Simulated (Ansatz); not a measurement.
`[F][Zn][Cl]` + `O[SiH3]` → `[SiH3][O][Zn][Cl]` + H–F at 700 K and 1 bar (ligand exchange at a Zn–F bond).

Calculated with Ansatz (gas phase, PBE0-D4/def2-TZVP geometries, no zero-point term in ΔE). CBS: MP2 limit from def2 TZ/QZ plus the TZ coupled-cluster correction, frozen cores. This one scheme is used for every species. For Zn outer-core shells are correlated without core-valence functions, which leaves a few kJ/mol of doubt a bond. Scalar relativity is left out up to krypton. Each species was taken in one conformer, which may not be the lowest.

```tsv
species	CCSD(T)/CBS energy (Eh)	H − E (kJ/mol)	S (J/(mol·K))
`[F][Zn][Cl]`	-2338.03728	45.0	320.3
`O[SiH3]`	-366.69042	144.6	321.6
`[SiH3][O][Zn][Cl]`	-2604.33020	144.2	455.3
H–F	-100.39570	45.2	198.5
```

H − E and S are ideal-gas, rigid-rotor, harmonic terms from PBE0-D4/def2-TZVP, for one conformer and one mirror image of each species. 1 Eh = 2625.50 kJ/mol, R = 8.31446 J/(mol·K).

Task: By hand: ΔE, ΔH, ΔS and ΔG.

Result: ΔE = (-2604.33020) + (-100.39570) − (-2338.03728) − (-366.69042) = 0.00180 Eh = 4.7 kJ/mol. Δ(H − E) = 144.2 + 45.2 − 45.0 − 144.6 = -0.2, so ΔH = 4.5 kJ/mol. ΔS = 455.3 + 198.5 − 320.3 − 321.6 = 11.9 J/(mol·K). ΔG = 4.5 − 700 × (11.9)/1000 = -3.8 kJ/mol.

Task: By hand: the equilibrium constant, and the temperature at which ΔG would vanish if ΔH and ΔS stayed fixed.

Result: log₁₀ K = −ΔG/(RT ln 10) = 0.3. ΔG = 0 at ΔH/ΔS = 378 K, though so small a ΔH makes that figure unsure.

TΔS isn't small against ΔH here. The sign of ΔG lies within the doubt. A doubt of 5 kJ/mol in ΔE shifts log₁₀ K by 0.4 here. Other conformers and mirror images would add mixing entropy, several J/(mol·K) or more a flexible species. Modes under 60 cm⁻¹, often nearly free rotors, make the harmonic entropy too high. These are equilibria of isolated gas molecules and say nothing of rates. Largest T1 diagnostic: 0.016 (customary marks: 0.02 for closed shells, 0.045 for open ones).
